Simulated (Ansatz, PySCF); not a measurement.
This Ansatz (a quantum-chemistry and plane-wave program) input computes a PBE0/def2-TZVPD energy:

Ansatz 0.2 input:
```yaml
crystal:
  periodic: [false, false, false]
  atoms:
    - {symbol: Ge, position_ang: [-0.00000000, -0.00000000, -0.04826073]}
    - {symbol: H, position_ang: [0.00000000, 0.00000000, 1.54434333]}
basis:
  gaussian:
    orbitals: def2-TZVPD
hamiltonian:
  xc: {name: PBE0}
total_charge: 1
output: {forces: true}
```

Problem. Write an input for the same energy in PySCF and say what it gives.

Solution. 
```python
from pyscf import gto, scf, dft

mol = gto.M(
    atom='''
    Ge   -0.00000000   -0.00000000   -0.04826073
    H     0.00000000    0.00000000    1.54434333
    ''',
    basis='def2-tzvpd',
    charge=1,
    spin=0,
    verbose=4,
)

mf = dft.RKS(mol, xc='pbe0').density_fit(auxbasis='def2-universal-jkfit')
mf.grids.level = 3
mf.conv_tol = 1e-9
mf.max_cycle = 100
mf.max_memory = 1500
mf.kernel()
if not mf.converged:
    mf = mf.newton()
    mf.kernel(mf.make_rdm1())
mf.analyze()
```
It gives -2076.97534 Eh, and Ansatz -2076.97529 Eh, a difference of 0.05 mEh, from the treatment of integrals and grids.
